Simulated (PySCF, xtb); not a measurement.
C₂H₇NSi₂, SMILES [SiH2]1C=N[C@@H]1[SiH3].

The structure is a stationary point at B3LYP-D3(BJ)/def2-SVP. The structure was generated by enumeration; whether it is a known compound was not checked.

Method: IEF-PCM-B3LYP/def2-SVP (PySCF 2.14.0).

The values are the electrostatic part of the solvation free energy, E(continuum) − E(gas) at the gas-phase geometry, in a cavity of scaled van der Waals radii (PySCF's table); cavitation and dispersion terms are not included. In vacuum the orbital gap is 5.60 eV. The dipole moment in vacuum is 1.75 D.

Computed values in water (ε = 78.36), tetrahydrofuran (ε = 7.43), dimethylsulfoxide (ε = 46.83):
```csv
solvent,ε,ΔG(elec) (kcal/mol),dipole (D),gap (eV)
water,78.36,-3.1,2.42,5.69
tetrahydrofuran,7.43,-2.4,2.27,5.67
dimethylsulfoxide,46.83,-3.0,2.40,5.69
```

For comparison, GFN2-xTB/ALPB(water) (xtb, at the GFN2-xTB geometry, all terms of that model) gives -1.2 kcal/mol.
